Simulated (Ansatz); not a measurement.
Input for Ansatz (a quantum-chemistry and plane-wave program): U-B3LYP/def2-TZVPP on ClHSn (SMILES [Cl][SnH]), a point of a bond scan (R = 3.234 Å). Elements past Kr take the def2 small-core potentials; no spin–orbit coupling.

Ansatz 0.2 input:
```yaml
crystal:
  periodic: [false, false, false]
  atoms:
    - {symbol: Sn, position_ang: [-0.30483669, -0.30030482, 0.41765924]}
    - {symbol: H, position_ang: [-1.42233025, -0.94349575, -0.81898880]}
    - {symbol: Cl, position_ang: [1.43002358, 1.37241812, -1.73949623]}
basis:
  gaussian:
    orbitals: def2-TZVPP
hamiltonian:
  xc: {name: B3LYP}
magnetization: {spin_polarized: true, initial_magnetization: 0}
```

The log:

```
WARN ansatz: RAYON_NUM_THREADS=1 ignored (pool sized by the plan → 1); use --threads N
Functional definition: B3LYP
integrals: 0.03 GiB planned
804 factors; their error is unknown
mean field: 0.39 GiB planned
mean field evaluation 1: about -18369.9027 eV, gradient 1.9e1 eV
mean field evaluation 2: about -18293.2466 eV, gradient 8.1e1 eV
mean field evaluation 4: about -18372.6050 eV, gradient 4.6e0 eV
mean field evaluation 8: about -18372.7243 eV, gradient 5.9e-2 eV
mean field evaluation 16: about -18372.8148 eV, gradient 5.8e-5 eV
mean field -18372.81478148 eV, -675.1884896783 hartree, gradient 5.8e-5 eV, S^2 0.000000; 2 other end points of the search recorded, 0 dependent functions left out
reference -18372.81501066 eV, -675.1884981006 hartree; 20, 20 occupied and 86, 86 virtual orbitals, 804 factors
Total energy: -18372.81501066 eV, -675.1884981006 hartree
```

The run converged.

Cost: very roughly 2.5 core-seconds.
